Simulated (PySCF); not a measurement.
C8H12.
SMILES with atom numbers: `[CH2:1]=[CH:2][C@H:3]([CH3:4])[C:5]1=[CH:6][CH2:7][CH2:8]1`

NICS is the negative of the GIAO shielding at a point without a nucleus: at the ring centre (0) and 1 Å above and below it (1); zz is the component along the ring normal. Level: GIAO PBE0/pcSseg-1 (PySCF, non-relativistic, gas phase) on the GFN2-xTB geometry, one conformer.

Ring bond lengths (Å), with Mayer bond orders in brackets: C5–C6 1.333 (1.77), C6–C7 1.504 (1.05), C7–C8 1.550 (1.05), C8–C5 1.510 (1.06).

Problem. Give the NICS values of each ring in ppm.

Solution. 
```csv
ring,type,NICS(0),"NICS(1), two faces","NICS(1)zz, two faces",rms pucker (Å),"centre to ring atoms, mean (Å)"
C5–C6–C7–C8,"4-membered carbocycle; formal bonds 1 double, 3 single",0.2,-2.5 / -2.3,0.0 / -0.2,0.00,1.04
```

Problem. What can be read from them?

Solution. 
- C5–C6–C7–C8: mean NICS(1)zz -0.1 ppm, near zero. C7, C8 have four or more neighbours; no verdict on aromaticity is drawn.

Problem. At the second NICS(1) probe listed for ring C5–C6–C7–C8, 1 Å off the ring, what do the in-plane components average?

Solution. The isotropic value is a third of the trace: (3 × -2.3 − (-0.2))/2 = -3.3 ppm.

Problem. Give the inner angles of the rings and the Hirshfeld charges of the ring atoms.

Solution. 
- C5–C6–C7–C8: C5 94.0° (+0.008 e), C6 94.3° (-0.060 e), C7 85.9° (-0.076 e), C8 85.8° (-0.077 e); sum 360.0° against 360° for a flat convex ring.

Problem. What are the shieldings of the ring atoms and their hydrogens in the same run (means over atoms taken as equivalent)?

Solution. 
| atoms | environment | σ isotropic (ppm) |
| --- | --- | --- |
| C5 | fully substituted alkene carbon | 26.0 |
| C6 | alkene CH carbon | 52.4 |
| C7 | allylic carbon | 159.2 |
| C8 | allylic carbon | 154.6 |
| H on C6 | vinylic hydrogen | 25.67 |
| H on C7 | methylene hydrogen | 29.37 |
| H on C7 | methylene hydrogen | 29.30 |
| H on C8 | methylene hydrogen | 29.36 |
| H on C8 | methylene hydrogen | 29.10 |

Hardware: one thread, Arm Neoverse N1 (aarch64) (shared host). Cost: 58 s, 0.86 GiB resident at most. This is the whole shielding run at PBE0/pcSseg-1, SCF included.

Conformer computed: `[CH2:1]=[CH:2][C@H:3]([CH3:4])[C:5]1=[CH:6][CH2:7][CH2:8]1`: C1–C2–C3–C4 -123°, C2–C3–C5–C6 112°.
